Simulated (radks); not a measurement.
The numbers below are computed, except where a source is named.
All-electron atom: K in [Ar] 4s1 (the NIST ground configuration). Level of theory: Dirac Kohn-Sham, PBE, spin-unpolarised, spherical densities, finite nucleus; Fermi nuclear charge, rms radius 3.4349 fm (a radial shooting solver on a logarithmic mesh with Libxc functionals).

Unscreened Slater integrals over Kohn-Sham orbitals (hartree). Large and small components are both included.

\begin{tabular}{lr}
integral & value \\ \hline
F0(4s1/2,4s1/2) & 0.18058 \\
F0(4s1/2,3p3/2) & 0.23515 \\
G1(4s1/2,3p3/2) & 0.012349 \\
F0(4s1/2,3p1/2) & 0.23525 \\
G1(4s1/2,3p1/2) & 0.012192 \\
F0(4s1/2,3s1/2) & 0.23695 \\
G0(4s1/2,3s1/2) & 0.0076929 \\
F0(3p3/2,3p3/2) & 0.63076 \\
F2(3p3/2,3p3/2) & 0.31419 \\
F0(3p3/2,3p1/2) & 0.63268 \\
G2(3p3/2,3p1/2) & 0.31508 \\
F0(3p3/2,3s1/2) & 0.66764 \\
G1(3p3/2,3s1/2) & 0.44014 \\
F0(3p1/2,3p1/2) & 0.63462 \\
F0(3p1/2,3s1/2) & 0.66990 \\
G1(3p1/2,3s1/2) & 0.44211 \\
F0(3s1/2,3s1/2) & 0.71117 \\
\end{tabular}
